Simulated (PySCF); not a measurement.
# Exact mass, isotope pattern and composition

Species: C6H9O.

All values are calculated from tables of isotopes.

Q: What are the average molar mass and the monoisotopic mass?

A: For C6H9O, with standard atomic weights, 6 × 12.011 + 1 × 15.999 + 9 × 1.008 = 97.137 g/mol. From the most abundant isotopes (12C, 16O, 1H), 6 × 12.000000 + 1 × 15.994915 + 9 × 1.007825 = 97.0653 u.

Q: What cluster does the singly charged cation M+ show when like nominal masses merge?

A: 
```
nominal mass  m/z (centroid)  relative intensity
          97         97.0648               100.0
          98         98.0682                 6.6
          99         99.0703                 0.4
```

Cut off at 0.1 %. One electron mass, 0.00055 u, is taken off. Abundances used (%; other tables differ somewhat): 12C 98.93, 13C 1.07; 16O 99.757, 17O 0.038, 18O 0.205; 1H 99.9885, 2H 0.0115.

Q: What resolving power m/Δm just matches the spacing of the species with one 13C and with one 2H?

A: They lie 0.00292 u apart at mass 98.07, so m/Δm is about 34000.

Q: List the species in which a single atom is changed from its most abundant isotope.

A: Intensity in % of the monoisotopic species:

```json
{"isotope": "13C", "mass shift (u)": "+1.00335", "m/z": "98.0681", "intensity (%)": "6.49"}
{"isotope": "17O", "mass shift (u)": "+1.00422", "m/z": "98.0690", "intensity (%)": "0.04"}
{"isotope": "2H", "mass shift (u)": "+1.00628", "m/z": "98.0711", "intensity (%)": "0.10"}
{"isotope": "18O", "mass shift (u)": "+2.00425", "m/z": "99.0690", "intensity (%)": "0.21"}
```

Species under 0.02 % are left out.

Q: Give the mass fraction of each element.

A: C 74.19 %, O 16.47 %, H 9.34 %.

Q: Count the protons, neutrons and electrons of the monoisotopic species, and give its exact less its nominal mass.

A: 53 protons, 44 neutrons and 53 electrons; 97.0653 − 97 = +0.0653 u.
